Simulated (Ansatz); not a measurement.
Species: H₄O₄Sn, SMILES `[OH][Sn]([OH])([OH])[OH]` (charge 0, multiplicity 1), formula H4O4Sn.

**Question.** How many basis functions does Ansatz (a program for electronic structure) with frozen-core CCSD(T)/def2-TZVPP // PBE-D3(BJ)/def2-TZVP use, how many core orbitals are frozen, and how many electrons are correlated?

**Answer.** 230 basis functions and 8 frozen orbitals, which leaves 42 correlated electrons (filled d shells below the valence shell are correlated). Core time is of the order of minutes.
